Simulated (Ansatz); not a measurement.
**A family of molecules: the atomisation energy (no zero-point term)**

Gas-phase molecules, one atom swapped for its congeners: C2F4 (tetrafluoroethylene) `FC(F)=C(F)F`; C2ClF3 (chlorotrifluoroethylene) `FC(F)=C(F)Cl`; C2BrF3 `FC(F)=C(F)Br`; C2F3I `FC(F)=C(F)I`. All are singlets with charge 0.

Shapes, held fixed at every level: PBE0-D4/def2-TZVP. Programs: Ansatz 0.2.0. Values in eV.

```tsv
level	C2F4	C2ClF3	C2F3I
HF/def2-TZVPP	16.28	15.35	14.35
PBE-D4/def2-TZVPP	27.44	26.09	25.03
r2SCAN-D4/def2-TZVPP	25.91	24.65	23.56
PBE0-D4/def2-TZVPP	25.95	24.73	23.65
CCSD(T)/def2-SVP	24.14	22.76	21.68
CCSD(T)/def2-TZVPP	24.63	23.33	22.36
```

(1) Estimate the column for C2BrF3 from its neighbours.

Results:

(1) The mean of the neighbours at CCSD(T)/def2-TZVPP is 22.84 eV, against 22.85 from the run. All rows: HF/def2-TZVPP 14.83; PBE-D4/def2-TZVPP 25.53; r2SCAN-D4/def2-TZVPP 24.11; PBE0-D4/def2-TZVPP 24.16; CCSD(T)/def2-SVP 22.24; CCSD(T)/def2-TZVPP 22.85 eV. At CCSD(T)/def2-TZVPP the atomisation energy falls at every step, from 24.63 to 22.36 eV. Every level shows the same order. For atoms past krypton def2 sets carry core potentials with scalar relativity. Relativity is left out for Br. Outer-core shells of Br, I are correlated, in sets that cover them unevenly. Spin-orbit coupling, which grows down the group, is left out (summed over each molecule's free atoms 0.07, 0.09, 0.21, 0.37 eV). Coupled cluster in double- or triple-zeta sets underbinds by a few per cent against its basis-set limit.
